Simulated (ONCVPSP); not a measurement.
Configuration tests for V (Z = 23) (ONCV)

```
Element                 : V
Generator               : ONCVPSP 4.0.1
Type                    : optimised norm-conserving Vanderbilt (ONCV)
Functional              : PBEsol
Relativity              : fully relativistic
Frozen core             : [Ne]
Valence charge          : 13
Reference configuration : 3s2 3p6 3d3 4s1 4p1
Partial waves           : 3s+4s: rc 1.30 bohr, ncon 3, nbas 8, qcut 8.3 1/bohr, 2 projectors; 3p+4p: rc 1.70 bohr, ncon 4, nbas 8, qcut 7.3 1/bohr, 2 projectors; 3d: rc 1.30 bohr, ncon 4, nbas 9, qcut 13.5 1/bohr, local
Local potential         : the d channel
Core correction         : Teter function fitted to the true core (icmod 2), fcfact 0.6
```

Open shells are filled in proportion to 2j + 1.

Energies are relative to the spin-unpolarised reference configuration 3s2 3p6 3d3 4s1 4p1; without spin polarisation the order of configurations can differ from experiment. Not all tests gave a result: 1 of 4 tests not solved or not reliable. The d channel is local and has no spin–orbit splitting in the pseudo-atom.

```csv
valence configuration,charge,ΔE all-electron (eV),error AE − PS (meV)
3s2 3p6 3d3 4s2 4p0,0,-3.368,0.0
3s2 3p6 3d3 4s1 4p0,+1,4.382,+0.1
3s2 3p6 3d3 4s0 4p0,+2,18.586,+0.8
```
